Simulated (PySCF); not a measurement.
MoBr5, SMILES [Br][Mo]([Br])([Br])([Br])[Br] (connectivity only; charge and spin as stated), neutral, multiplicity 2.

Coordinates come from a B3LYP-D3(BJ)/def2-SVP optimisation. The multiplicity is an assumed one; other spin states were not compared. The def2 effective core potentials stand for the cores of Mo; spin–orbit coupling is left out.

All values below come from PBE0/def2-TZVP (PySCF).

The molecule is in vacuum.

| Property | Value |
|---|---|
| total energy | -12937.69003 hartree |
| point group | C2v |
| α spin, highest occupied and lowest empty level | -7.60 and -5.37 eV |
| β spin, highest occupied and lowest empty level | -7.97 and -4.89 eV |
| dipole moment | 0.96 D |
| quadrupole, principal values (traceless, Buckingham form, about the centre of nuclear charge) | -7.29, 1.20, 6.09 D·Å |
| ⟨S²⟩ | 0.768 (pure state 0.75) |
